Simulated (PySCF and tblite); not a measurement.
2 diastereomers of C6H9NOSi, numbered alike:

```
isomer                                                           SMILES  descriptors (one enantiomer)
     A   [N:1]#[C:2][C@H:3]1[CH2:4][C@H:5]([SiH3:6])[CH2:7][C:8]1=[O:9]                        3R, 5S
     B  [N:1]#[C:2][C@@H:3]1[CH2:4][C@H:5]([SiH3:6])[CH2:7][C:8]1=[O:9]                        3S, 5S
```

Computed spectrum of one of them (conformer average at 298.15 K; GFN2-xTB geometries, energies LC-wPBE/pcSseg-1 (IEF-PCM, tetrahydrofuran) (D3(BJ) added where defined), GIAO shieldings LC-wPBE/pcSseg-1 (IEF-PCM, tetrahydrofuran); references on GFN2-xTB geometries), in ppm: ¹H (against TMS): 3.15 (1H), 2.78 (1H), 2.55 (1H), 2.28 (1H), 2.08 (1H), 1.48 (1H). ¹³C (against TMS): 226.0 (1C), 132.5 (1C), 46.0 (1C), 38.6 (1C), 35.8 (1C), 17.3 (1C). ²⁹Si (against TMS): -59.6 (1Si). Of the H, only those on carbon are given.

(1) Which isomer is it?

Unscaled ²⁹Si and ¹⁵N shifts at such levels can be off by tens of ppm; differences between conformers or isomers are more reliable. Shifts are unscaled: against experiment ¹³C can be off by 15 ppm or more and ¹H by 0.8 ppm.

Answers

(1) B. After a straight-line scaling (slope 0.85 to 1.15) of computed carbon shifts, the largest errors are A 4.1 ppm (at 132.5), B 3.9 ppm (at 132.5). Assigned: ¹H (against TMS): 3.15 (H3, 1H), 2.78 (H4a, 1H), 2.55 (H7a, 1H), 2.28 (H7b, 1H), 2.08 (H4b, 1H), 1.48 (H5, 1H). ¹³C (against TMS): 226.0 (C8), 132.5 (C2), 46.0 (C7), 38.6 (C3), 35.8 (C4), 17.3 (C5). ²⁹Si (against TMS): -59.6 (Si6). For comparison, at another level (GFN2-xTB geometries, energies PBE0/pcSseg-1 (D3(BJ) added where defined), GIAO shieldings PBE0/pcSseg-1) the isomers give: A: ¹H (against TMS): 2.98 (H3, 1H), 2.63 (H7a, 1H), 2.46 (H4a, 1H), 1.99 (H5, 1H), 1.97 (H7b, 1H), 1.92 (H4b, 1H). ¹³C (against TMS): 214.1 (C8), 121.8 (C2), 43.9 (C7), 39.6 (C3), 37.6 (C4), 19.3 (C5). ²⁹Si (against TMS): -63.9 (Si6). ¹⁵N (against NH3): 302.2 (N1). B: ¹H (against TMS): 2.84 (H3, 1H), 2.68 (H4a, 1H), 2.45 (H7a, 1H), 2.13 (H7b, 1H), 1.99 (H4b, 1H), 1.28 (H5, 1H). ¹³C (against TMS): 214.2 (C8), 122.1 (C2), 45.3 (C7), 38.0 (C4), 37.9 (C3), 19.8 (C5). ²⁹Si (against TMS): -62.8 (Si6). ¹⁵N (against NH3): 301.5 (N1). H not on carbon is left out.


¹⁵N shifts are against a computed isolated NH3 molecule, about 20 ppm from the liquid.